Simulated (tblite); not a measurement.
Compound: C₃H₇Br₂ClSi₂.
Atom-mapped SMILES: `[Cl:1][CH2:2][Si@H:3]1[CH2:4][SiH2:5][C:6]1([Br:7])[Br:8]` (hydrogens: H9, H10 on C2; H11 on Si3; H12, H13 on C4; H14, H15 on Si5)

Computed with GFN2-xTB (tblite), gas phase: L-BFGS steps from a force-field or distance-geometry start until the largest atomic force falls under 0.01 eV/Å.

Step 77: E = -710.7451 eV
```
atom  x, y, z in Å  |  force x, y, z in eV/Å
Cl1     3.4149    0.5100   -0.2861   -0.014  -0.009  -0.005
C2      2.0670   -0.6455   -0.0846    0.075   0.021   0.004
Si3     0.6141    0.3132    0.6802   -0.047   0.056  -0.015
C4     -0.3598    1.3861   -0.5819    0.051   0.008   0.002
Si5    -1.8785    0.2172   -0.6870    0.022  -0.019   0.031
C6     -0.9711   -0.8143    0.6988   -0.019   0.003  -0.033
Br7    -1.9190   -0.7536    2.4256    0.009   0.021   0.004
Br8    -0.6516   -2.7128    0.2547   -0.019  -0.001   0.001
H9      2.4331   -1.4514    0.5484   -0.004   0.010  -0.027
H10     1.8473   -1.0491   -1.0707    0.001  -0.016   0.017
H11     0.9744    0.9093    1.9639   -0.023  -0.051  -0.002
H12     0.1506    1.5363   -1.5308   -0.018   0.014   0.044
H13    -0.5990    2.3756   -0.2020   -0.005  -0.014  -0.015
H14    -3.1617    0.7226   -0.2185    0.004   0.020   0.008
H15    -1.9652   -0.5356   -1.9319   -0.012  -0.044  -0.014
```

Step 78: E = -710.7457 eV
```
atom  x, y, z in Å  |  force x, y, z in eV/Å
Cl1     3.4094    0.5120   -0.2966   -0.009  -0.006  -0.010
C2      2.0633   -0.6443   -0.0932    0.031   0.027   0.004
Si3     0.6148    0.3136    0.6867   -0.003   0.012  -0.021
C4     -0.3575    1.3889   -0.5723    0.013  -0.013  -0.001
Si5    -1.8698    0.2108   -0.6906    0.010   0.000   0.011
C6     -0.9707   -0.8145    0.7036   -0.018  -0.007  -0.031
Br7    -1.9286   -0.7355    2.4240    0.010   0.029   0.008
Br8    -0.6587   -2.7198    0.2810   -0.011   0.014  -0.005
H9      2.4344   -1.4549    0.5310   -0.012   0.014  -0.025
H10     1.8338   -1.0413   -1.0807    0.013  -0.006   0.038
H11     0.9815    0.9007    1.9722   -0.022  -0.048   0.000
H12     0.1546    1.5459   -1.5182    0.002   0.013   0.019
H13    -0.6044    2.3754   -0.1913   -0.011  -0.004   0.001
H14    -3.1611    0.7125   -0.2400    0.007   0.018   0.015
H15    -1.9457   -0.5414   -1.9374   -0.001  -0.042  -0.003
```

Step 79: E = -710.7461 eV
```
atom  x, y, z in Å  |  force x, y, z in eV/Å
Cl1     3.4106    0.5147   -0.2936    0.005   0.004  -0.014
C2      2.0673   -0.6431   -0.0903   -0.007   0.035   0.013
Si3     0.6146    0.3142    0.6852    0.024  -0.018  -0.020
C4     -0.3563    1.3871   -0.5747    0.002   0.011  -0.015
Si5    -1.8693    0.2102   -0.6883   -0.018   0.024   0.000
C6     -0.9700   -0.8155    0.7021   -0.005   0.003  -0.034
Br7    -1.9230   -0.7400    2.4228   -0.008   0.032   0.036
Br8    -0.6627   -2.7179    0.2741    0.002  -0.016  -0.012
H9      2.4380   -1.4531    0.5336   -0.004   0.005  -0.002
H10     1.8381   -1.0430   -1.0762    0.013  -0.004   0.012
H11     0.9749    0.8984    1.9729   -0.014  -0.037   0.013
H12     0.1545    1.5431   -1.5211    0.009   0.005   0.011
H13    -0.6042    2.3753   -0.1980   -0.007  -0.010   0.010
H14    -3.1573    0.7183   -0.2368   -0.002   0.022   0.026
H15    -1.9595   -0.5406   -1.9336    0.010  -0.055  -0.022
```

Step 80: E = -710.7464 eV
```
atom  x, y, z in Å  |  force x, y, z in eV/Å
Cl1     3.4092    0.5134   -0.2990    0.017   0.014  -0.016
C2      2.0665   -0.6431   -0.0940   -0.031   0.024   0.014
Si3     0.6155    0.3145    0.6868    0.033  -0.035  -0.015
C4     -0.3562    1.3894   -0.5702   -0.013   0.016  -0.027
Si5    -1.8666    0.2072   -0.6908   -0.036   0.027  -0.033
C6     -0.9703   -0.8146    0.7038    0.000   0.000  -0.023
Br7    -1.9260   -0.7294    2.4241   -0.002   0.032   0.023
Br8    -0.6658   -2.7199    0.2859    0.002  -0.009  -0.011
H9      2.4384   -1.4560    0.5255   -0.006   0.012   0.008
H10     1.8338   -1.0413   -1.0797    0.010   0.001   0.007
H11     0.9793    0.8935    1.9763   -0.015  -0.037   0.007
H12     0.1563    1.5528   -1.5149    0.002  -0.003   0.017
H13    -0.6089    2.3755   -0.1900   -0.006  -0.022   0.013
H14    -3.1608    0.7128   -0.2480    0.032   0.009   0.016
H15    -1.9489   -0.5468   -1.9377    0.015  -0.028   0.020
```

**Question.** Estimate the geometry and energy of step 81. (The exact step hangs on the optimiser's Hessian estimate; all steps are aligned on step 80, rigid shifts and turns removed.)

**Answer.** E = -710.7468 eV, largest force 0.054 eV/Å
```
atom  x, y, z in Å  |  force x, y, z in eV/Å
Cl1     3.4145    0.5121   -0.2971    0.017   0.014  -0.015
C2      2.0699   -0.6416   -0.0906   -0.037   0.009  -0.005
Si3     0.6162    0.3158    0.6837    0.006  -0.033   0.001
C4     -0.3567    1.3902   -0.5734   -0.025  -0.014  -0.004
Si5    -1.8691    0.2090   -0.6906   -0.025   0.016  -0.045
C6     -0.9696   -0.8148    0.6997    0.006  -0.006   0.000
Br7    -1.9222   -0.7328    2.4244    0.009   0.030  -0.001
Br8    -0.6643   -2.7203    0.2791   -0.002   0.007  -0.009
H9      2.4388   -1.4542    0.5304    0.002   0.011   0.023
H10     1.8380   -1.0441   -1.0749    0.013   0.010   0.000
H11     0.9736    0.8913    1.9768   -0.013  -0.033   0.000
H12     0.1555    1.5516   -1.5174    0.014   0.000  -0.014
H13    -0.6091    2.3767   -0.1949   -0.007  -0.011   0.020
H14    -3.1594    0.7165   -0.2407    0.022   0.014   0.017
H15    -1.9607   -0.5473   -1.9365    0.020  -0.015   0.032
```

The energy changes by -0.0004 eV. The first-order estimate −F·Δx gives -0.0006 eV and the mean of the old and new forces, exact on a quadratic surface, -0.0004 eV. The step makes an angle of 79° with the force vector and moves no atom by more than 0.012 Å.

The cost below is that of the whole relaxation. Hardware: Arm Neoverse V1, one thread, shared host. Cost: 1.4 s of wall time.
